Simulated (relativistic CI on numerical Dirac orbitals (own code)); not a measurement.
# One change at a time: Tm⁴⁹⁺

Base calculation: Dirac-Coulomb-Breit CI, separate exchange-only KLI orbitals for each configuration, model QED (radiative potential, 1s self-energy scaled to tabulated hydrogen-like ionisation energies), unscaled Slater integrals.

CI space (outside the closed core [Ne]): 3s²3p⁶3d², 3s²3p⁵3d³, 3s3p⁶3d³, 3s²3p⁶3d4s, 3s²3p⁶3d4p, 3s²3p⁶3d4d, 3s²3p⁵3d²4s, 3s²3p⁶3d4f, 3s²3p⁵3d²4p, 3s²3p⁵3d²4d, 3s3p⁶3d²4s, 3p⁶3d³4p, 3s3p⁶3d²4p, 3s²3p⁶4s², 3s²3p⁶4s4p, 3s²3p⁶3d5s, 3s²3p⁶3d5d, 3s²3p⁶3d5g, 3p⁶3d⁴, 3p⁵3d⁵, 3p⁵3d⁴4s, 3p⁶3d³4s, 3p⁵3d³4s², 3s²3p⁶4p², 3s²3p⁵4s4p², 3s²3p⁶4s4d, 3s²3p⁵4s²4d, 3s3p⁶3d4s², 3s3p⁶4s²4p, 3s3p⁶4s²4d. Double excitations out of closed p, d and f shells are left out; levels of such configurations are missing from the list, as are those of other unlisted configurations, and high levels can miss mixing partners. These lack a partner that the ground configuration has and come out too high: 3s²3p⁵3d²4p, 3s²3p⁵3d²4d.

The lowest level and the first level of each name with at least 55 % of one term (blank where a level has no safe partner in the second run):

```tsv
Level	Base (cm⁻¹)	Shift (cm⁻¹)
3s²3p⁶3d² ³F2	0	0
3s²3p⁶3d² ³P0	173528	-5179
3s²3p⁶3d² ³F3	412141	+12035
3s²3p⁶3d² ¹G4	514755	+17413
3s²3p⁶3d² ³P1	526574	+5797
3s²3p⁶3d² ³F4	888595	+24935
3s²3p⁶3d² ¹S0	1139054	+13250
3s²3p⁵3d³ ⁵D°0	2060449	+2788
3s²3p⁵3d³ ³P°1	2900515	+28491
3s²3p⁵3d³ ³I°7	2902940	+49868
```

At this charge energies of transitions that change n are usually good to better than 1 %, and those within a shell (Δn = 0) to a few per cent.

Question: One thing was changed in a second run, which moved the levels as shown. Which?
A. valence Slater integrals scaled by 0.9
B. Breit term removed
C. configuration mixing switched off
D. one mean potential for all configurations
E. QED terms removed

Answer: B. Breit term removed. The Breit term mainly narrows fine-structure intervals, so removing it widens them.

LS names give the leading component of a level, which can be under half, so a name can repeat, a term be missing and a line seem to break the LS rules.
